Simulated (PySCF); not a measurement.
H9ClSi4, SMILES [SiH3][Si]([SiH3])([SiH3])Cl (CAM-B3LYP/def2-SVP optimised geometry):

```
14

Si    -0.646    -2.591    -1.946
Si     0.029    -1.467     0.000
Si    -0.646    -2.590     1.947
Si    -0.645     0.781     0.000
Cl     2.134    -1.467     0.000
H     -2.135    -2.623    -2.013
H     -0.119    -1.885    -3.146
H     -0.130    -3.987    -1.929
H     -0.120    -3.983     1.935
H     -0.128    -1.878     3.147
H     -2.135    -2.631     2.009
H     -2.134     0.856    -0.004
H     -0.120     1.467    -1.213
H     -0.126     1.465     1.216
```

Computed with CAM-B3LYP/def2-TZVP in PySCF.

**Question.** What are the frontier orbital energies and the dipole moment?

**Answer.** HOMO-2 -10.98 eV, HOMO-1 -9.06 eV, HOMO -9.06 eV, LUMO 0.00 eV, LUMO+1 0.58 eV; dipole moment 1.45 D.

On the same geometry PBE/def2-TZVP (PySCF) gives HOMO-2 -8.22 eV, HOMO-1 -6.73 eV, HOMO -6.73 eV, LUMO -1.99 eV, LUMO+1 -1.26 eV; dipole moment 1.25 D.

Meta-Löwdin charges at CAM-B3LYP/def2-TZVP: Si1 0.25, Si2 0.27, Si3 0.25, Si4 0.25, Cl5 -0.33, H6 -0.08, H7 -0.08, H8 -0.08, H9 -0.08, H10 -0.08, H11 -0.08, H12 -0.08, H13 -0.08, H14 -0.08.
